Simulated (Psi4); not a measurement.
Psi4 input (wB97X-D/6-31G*):

```
memory 1500 MB

molecule {
0 2
C    -1.89994200    0.02663800   -0.25504500
N    -0.64289700   -0.67358100   -0.10449100
B     0.64382400   -0.02424200    0.07411100
O     1.37682000   -0.58785600    1.03155400
O     0.91757100    1.10413500   -0.66384400
H    -2.44707900    0.10340600    0.69066300
H    -1.70874200    1.02726300   -0.63546300
H    -2.53877400   -0.50250700   -0.96830400
H    -0.71213200   -1.61674000    0.25011700
H     1.73241000    1.53479000   -0.38754300
symmetry c1
no_reorient
no_com
}

set {
  basis 6-31G*
  reference uks
  scf_type pk
  dft_radial_points 99
  dft_spherical_points 590
  e_convergence 1e-8
  d_convergence 1e-7
  maxiter 150
}

e = energy('wb97x-d')
print_out(f'\nFINAL {e:.10f} DIPOLE {variable("CURRENT DIPOLE")[0]:.6f} {variable("CURRENT DIPOLE")[1]:.6f} {variable("CURRENT DIPOLE")[2]:.6f}\n')
```

Output:

```
   => Loading Basis Set <=

    Name: 6-31G*
    Role: ORBITAL
    Keyword: BASIS
    atoms 1    entry C          line   111 file 6-31gs.gbs
    atoms 2    entry N          line   128 file 6-31gs.gbs
    atoms 3    entry B          line    94 file 6-31gs.gbs
    atoms 4-5  entry O          line   145 file 6-31gs.gbs
    atoms 6-10 entry H          line    44 file 6-31gs.gbs

   => WB97X-D: Empirical Dispersion <=

    Chai and Head-Gordon Dispersion Correction
    Chai, J.-D.; Head-Gordon, M. (2010), J. Chem. Phys., 132: 6615-6620

        s6 =       1.000000

         ---------------------------------------------------------
                                   SCF
               by Justin Turney, Rob Parrish, Andy Simmonett
                          and Daniel G. A. Smith
                              UKS Reference
         ---------------------------------------------------------

  ==> Geometry <==

    Molecular point group: c1
    Full point group: C1

    Geometry (in Angstrom), charge = 0, multiplicity = 2:

       Center              X                  Y                   Z               Mass
    ------------   -----------------  -----------------  -----------------  -----------------
         C           -1.899942000000     0.026638000000    -0.255045000000    12.000000000000
         N           -0.642897000000    -0.673581000000    -0.104491000000    14.003074004430
         B            0.643824000000    -0.024242000000     0.074111000000    11.009305360000
         O            1.376820000000    -0.587856000000     1.031554000000    15.994914619570
         O            0.917571000000     1.104135000000    -0.663844000000    15.994914619570
         H           -2.447079000000     0.103406000000     0.690663000000     1.007825032230
         H           -1.708742000000     1.027263000000    -0.635463000000     1.007825032230
         H           -2.538774000000    -0.502507000000    -0.968304000000     1.007825032230
         H           -0.712132000000    -1.616740000000     0.250117000000     1.007825032230
         H            1.732410000000     1.534790000000    -0.387543000000     1.007825032230

  Running in c1 symmetry.

  Rotational constants: A =      0.28339  B =      0.13293  C =      0.09561 [cm^-1]
  Rotational constants: A =   8495.87628  B =   3985.25650  C =   2866.29548 [MHz]
  Nuclear repulsion =  164.329948783951011

  Charge       = 0
  Multiplicity = 2
  Electrons    = 39
  Nalpha       = 20
  Nbeta        = 19

  ==> Algorithm <==

  SCF Algorithm Type is PK.
[...]
      48A      1.116551    49A      1.156152    50A      1.181602
      51A      1.242406    52A      1.283150    53A      1.310364
      54A      1.389611    55A      1.484265    56A      1.512029
      57A      1.584351    58A      1.639206    59A      1.670806
      60A      1.768271    61A      1.832729    62A      1.842435
      63A      1.870449    64A      1.923775    65A      1.983384
      66A      2.080626    67A      2.096132    68A      2.128832
      69A      2.273112    70A      2.300605    71A      2.393561
      72A      2.440351    73A      2.468575    74A      2.547696
      75A      2.644431    76A      2.657577    77A      2.831915
      78A      2.879128    79A      3.015997    80A      3.017029
      81A      3.670620    82A      3.885735    83A      4.016792
      84A      4.163237    85A      4.363232

    Beta Occupied:

       1A    -19.274074     2A    -19.266338     3A    -14.467834
       4A    -10.331376     5A     -6.881885     6A     -1.115326
       7A     -1.028553     8A     -0.983208     9A     -0.776283
      10A     -0.656049    11A     -0.570392    12A     -0.549729
      13A     -0.524379    14A     -0.502470    15A     -0.469663
      16A     -0.448409    17A     -0.431456    18A     -0.373113
      19A     -0.324539

    Beta Virtual:

      20A     -0.074420    21A      0.159899    22A      0.177777
      23A      0.202222    24A      0.223381    25A      0.247528
      26A      0.255400    27A      0.281810    28A      0.312802
      29A      0.394719    30A      0.451489    31A      0.521371
      32A      0.594729    33A      0.636718    34A      0.651478
      35A      0.678041    36A      0.688224    37A      0.778682
      38A      0.854091    39A      0.894489    40A      0.907530
      41A      0.941531    42A      0.958355    43A      0.978879
      44A      1.009461    45A      1.031530    46A      1.049724
      47A      1.061242    48A      1.143745    49A      1.164128
      50A      1.186827    51A      1.253530    52A      1.287378
      53A      1.313143    54A      1.395819    55A      1.490535
      56A      1.520261    57A      1.592538    58A      1.646470
      59A      1.675737    60A      1.775387    61A      1.843413
      62A      1.852039    63A      1.892812    64A      1.942480
      65A      2.020202    66A      2.087512    67A      2.104750
      68A      2.137717    69A      2.281419    70A      2.303021
      71A      2.398410    72A      2.446426    73A      2.473552
      74A      2.552930    75A      2.650452    76A      2.670039
      77A      2.837551    78A      2.889028    79A      3.022378
      80A      3.030005    81A      3.670081    82A      3.900755
      83A      4.026168    84A      4.178178    85A      4.364676

    Final Occupation by Irrep:
              A
    DOCC [    19 ]
    SOCC [     1 ]
    NA   [    20 ]
    NB   [    19 ]

  @UKS Final Energy:  -271.12957067067782

   => Energetics <=

    Nuclear Repulsion Energy =            164.3299487839510107
    One-Electron Energy =                -695.6429143423379173
    Two-Electron Energy =                 284.7543188283326572
    DFT Exchange-Correlation Energy =     -24.5679799691819731
    Empirical Dispersion Energy =          -0.0029439714416770
    VV10 Nonlocal Energy =                  0.0000000000000000
    Total Energy =                       -271.1295706706778219

  UHF NO Occupations:
  HONO-2 :   18  A 1.9996689
  HONO-1 :   19  A 1.9961930
  HONO-0 :   20  A 1.0000000
  LUNO+0 :   21  A 0.0038070
  LUNO+1 :   22  A 0.0003311
  LUNO+2 :   23  A 0.0002745
  LUNO+3 :   24  A 0.0001181

Computation Completed

Properties will be evaluated at   0.000000,   0.000000,   0.000000 [a0]

Properties computed using the SCF density matrix

 Multipole Moments:

 ------------------------------------------------------------------------------------
     Multipole            Electronic (a.u.)      Nuclear  (a.u.)        Total (a.u.)
 ------------------------------------------------------------------------------------

 L = 1.  Multiply by 2.5417464519 to convert [e a0] to [Debye]
 Dipole X            :         -0.6835376            0.0000000           -0.6835376
 Dipole Y            :          0.0950826           -0.0000094            0.0950731
 Dipole Z            :         -0.1362181           -0.0000038           -0.1362219
 Magnitude           :                                                    0.7034337

 ------------------------------------------------------------------------------------

FINAL -271.1295706707 DIPOLE -0.683538 0.095073 -0.136222

*** Psi4 exiting successfully. Buy a developer a beer!
```

The geometry given is a B3LYP-D3(BJ)/def2-TZVP minimum.
